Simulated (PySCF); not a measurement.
chromium atom (Cr), septet; SVWN5/def2-SVP (PySCF).

PySCF was given this input:
```python
from pyscf import gto, scf, dft

mol = gto.M(
    atom='''
Cr    0.000000    0.000000    0.000000
''',
    basis='def2-svp',
    charge=0,
    spin=6,
    verbose=5,
)

mf = dft.UKS(mol)
mf.xc = 'lda,vwn'
mf.grids.radi_method = dft.radi.mura_knowles
mf.kernel()
```

Task: Write the output that PySCF gives for this input, abridged.

Result: 
```
PySCF version 2.14.0

[INPUT] verbose = 5
[INPUT] max_memory = 4000
[INPUT] num. atoms = 1
[INPUT] num. electrons = 24
[INPUT] charge = 0
[INPUT] spin (= nelec alpha-beta = 2S) = 6
[INPUT] symmetry False subgroup None
[INPUT] Mole.unit = angstrom
[INPUT] Symbol           X                Y                Z      unit          X                Y                Z       unit  Magmom
[...]
[INPUT] ---------------- BASIS SET ----------------
[INPUT] l, kappa, [nprim/nctr], expnt,             c_1 c_2 ...
[INPUT] Cr
[...]
                                7737.2103487      0.011036202287
                                1760.374847       0.054676651806
                                496.87706544      0.18965038103
                                161.46520598      0.3829541285
                                55.466352268      0.29090050668
[...]
                                12.408671897      0.64472599471
                                5.0423628826      0.4626271256
[...]
                                1.3900441221      0.73301527591
                                0.56066602876     0.44225565433
[...]
                                150.69711194      0.070889834655
                                47.503755296      0.2706525899
                                16.934120165      0.52437343414
                                6.240968059       0.34107994714
[...]
                                1.1791047769      0.57272062927
                                0.43369774432     0.24582728206
[...]
                                7.4687020327      0.15593270944
                                2.4345903574      0.36984421276
                                0.78244754808     0.47071118077
[...]
nuclear repulsion = 0
number of shells = 11
number of NR pGTOs = 73
number of NR cGTOs = 31
basis = def2-svp
ecp = {}

******** <class 'pyscf.dft.uks.UKS'> ********
method = UKS
initial guess = minao
damping factor = 0
level_shift factor = 0
DIIS = <class 'pyscf.scf.diis.CDIIS'>
diis_start_cycle = 1
diis_space = 8
diis_damp = 0
SCF conv_tol = 1e-09
SCF conv_tol_grad = None
SCF max_cycles = 50
direct_scf = True
direct_scf_tol = 1e-13
number electrons alpha = 15  beta = 9
XC library pyscf.dft.libxc version 7.1.2
    S. Lehtola, C. Steigemann, M. J. T. Oliveira, and M. A. L. Marques,  SoftwareX 7, 1–5 (2018)
XC functionals = lda,vwn
    P. A. M. Dirac,  Math. Proc. Cambridge Philos. Soc. 26, 376 (1930)
    F. Bloch,  Z. Phys. 57, 545 (1929)
[...]
  1.35603494e-02  1.35603494e-02  4.44786752e-02  5.22945039e-01
  5.22945039e-01  5.22945039e-01  5.22945039e-01  5.22945039e-01
  2.89939619e+00  2.89939619e+00  2.89939619e+00  2.89939619e+00
  2.89939619e+00  2.89939619e+00  2.89939619e+00]
  beta  mo_energy =
[-2.13809972e+02 -2.40365847e+01 -2.04666533e+01 -2.04666533e+01
 -2.04666533e+01 -2.49916564e+00 -1.50578256e+00 -1.50578256e+00
 -1.50578256e+00 -8.40982050e-02  2.34360918e-02  2.34360924e-02
  2.34360925e-02  2.34360930e-02  2.34360930e-02  7.58377595e-02
  9.34544481e-02  9.34544486e-02  9.34544486e-02  6.29305472e-01
  6.29305472e-01  6.29305472e-01  6.29305473e-01  6.29305473e-01
  3.04610034e+00  3.04610034e+00  3.04610034e+00  3.04610034e+00
  3.04610034e+00  3.04610034e+00  3.04610034e+00]
multiplicity <S^2> = 12.000056  2S+1 = 7.000016
nelec by numeric integration = [15.  9.]
E1 = -1438.4736188918905  E2 = 396.451616329978  Ecoul = 442.96348126550043  Exc = -46.51186493552247
cycle= 9 E= -1042.02200256191  delta_E= -1.84e-11  |g|= 4.15e-08  |ddm|= 6.47e-06
  alpha mo_energy =
[-2.13812097e+02 -2.40978027e+01 -2.05142994e+01 -2.05142994e+01
 -2.05142994e+01 -2.65699590e+00 -1.66172420e+00 -1.66172420e+00
 -1.66172420e+00 -1.52738439e-01 -1.19686515e-01 -1.19686515e-01
 -1.19686515e-01 -1.19686515e-01 -1.19686515e-01  1.35603345e-02
  1.35603345e-02  1.35603345e-02  4.44786716e-02  5.22945012e-01
  5.22945012e-01  5.22945012e-01  5.22945012e-01  5.22945012e-01
  2.89939615e+00  2.89939615e+00  2.89939615e+00  2.89939615e+00
  2.89939615e+00  2.89939615e+00  2.89939615e+00]
  beta  mo_energy =
[-2.13809972e+02 -2.40365848e+01 -2.04666534e+01 -2.04666534e+01
 -2.04666534e+01 -2.49916570e+00 -1.50578262e+00 -1.50578262e+00
 -1.50578262e+00 -8.40982142e-02  2.34360473e-02  2.34360473e-02
  2.34360474e-02  2.34360474e-02  2.34360474e-02  7.58377539e-02
  9.34544355e-02  9.34544355e-02  9.34544355e-02  6.29305444e-01
  6.29305444e-01  6.29305444e-01  6.29305444e-01  6.29305444e-01
  3.04610029e+00  3.04610029e+00  3.04610029e+00  3.04610029e+00
  3.04610029e+00  3.04610029e+00  3.04610029e+00]
multiplicity <S^2> = 12.000056  2S+1 = 7.000016
nelec by numeric integration = [15.  9.]
E1 = -1438.473620818378  E2 = 396.451618256466  Ecoul = 442.9634833153341  Exc = -46.51186505886807
Extra cycle  E= -1042.02200256191  delta_E= 4.55e-13  |g|= 6.29e-08  |ddm|= 1.89e-07
converged SCF energy = -1042.02200256191  <S^2> = 12.000056  2S+1 = 7.000016
```
